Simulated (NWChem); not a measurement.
CH₆N cation; SMILES C[NH3+]

### Question
Give the equilibrium geometry at B3LYP/6-31G* (spherical d) (NWChem) as a list of bonds and angles, with the point group.

### Answer
point group C3v; any orientation.
Bonded distances (Å): C1–N2 1.517, C1–H3 1.090, C1–H4 1.090, C1–H5 1.090, N2–H6 1.028, N2–H7 1.028, N2–H8 1.028. Angles (°): N2–C1–H3 108.2, N2–C1–H4 108.2, N2–C1–H5 108.2, H3–C1–H4 110.7, H3–C1–H5 110.7, H4–C1–H5 110.7, C1–N2–H6 111.6, C1–N2–H7 111.6, C1–N2–H8 111.6, H6–N2–H7 107.3, H6–N2–H8 107.3, H7–N2–H8 107.3.
